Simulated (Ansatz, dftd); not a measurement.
Reaction: CH4BF (SMILES CBF) → CH3BF (SMILES F[B]C, doublet) + H (doublet) (the B-H bond breaks)
Each species at its own B3LYP-D3(BJ)/def2-TZVP minimum (Ansatz, a first-principles code).

Wanted: bond dissociation energy (electronic), in kcal/mol. Open shells are spin-unrestricted; no spin-orbit coupling. Cores are frozen in correlated methods. Rows without X2C or -DK are non-relativistic. CBS(X,Y): correlation extrapolated as X^-3, Hartree-Fock from the larger set. A bracket is a step between two methods taken in the basis named. The functionals are non-relativistic, so their misses hold any scalar relativity. Double hybrids freeze cores in their MP2 part. 'core' is core correlation in cc-pwCVTZ, 'X2C' scalar relativity in cc-pVTZ-DK, both at CCSD(T). For partners of very few electrons the exact lower level stands in for a higher one.

| level | program | bond dissociation energy (kcal/mol) | difference against the last row |
|---|---|---|---|
| HF/cc-pVTZ | Ansatz | 88.3 | -22.4 |
| PBE-D3(BJ)/def2-TZVPD | Ansatz + dftd3 | 104.5 | -6.2 |
| PBE0/def2-TZVPD | Ansatz | 105.3 | -5.4 |
| r2SCANh/def2-TZVPD | Ansatz | 104.9 | -5.8 |
| B2PLYP/def2-TZVPD | Ansatz | 108.2 | -2.5 |
| CCSD/cc-pVDZ | Ansatz | 107.2 | -3.5 |
| CCSD(T)/cc-pVQZ | Ansatz | 110.1 | -0.6 |
| CCSDT(Q)/cc-pVDZ | Ansatz | 107.2 | -3.5 |
| CCSD(T)/CBS(cc-pVTZ,cc-pVQZ) + [CCSDT(Q) - CCSD(T)]/cc-pVDZ + core + X2C | Ansatz | 110.7 | 0.0 |
